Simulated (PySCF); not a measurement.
Computed with PBE-D3(BJ)/def2-TZVP // r2SCAN-D4/def2-TZVP (PySCF). Isolated molecules, 0 K electronic values unless said otherwise. One relaxed conformer stands for a flexible species; it need not be the lowest. 

Reference species (SMILES): `[SH][Ge]([SH])([SH])[SH]` (neutral, multiplicity 1).

```json
{
 "HOMO–LUMO gap": "4.09 eV"
}
```

Changed species: `[GeH4]` (4 of 4 SH replaced by H; the reference has 0 of 4 SH replaced by H).

### Question
Give the shifts of the HOMO–LUMO gap.

### Answer
the HOMO–LUMO gap increases by 4.49 eV, to 8.58 eV.
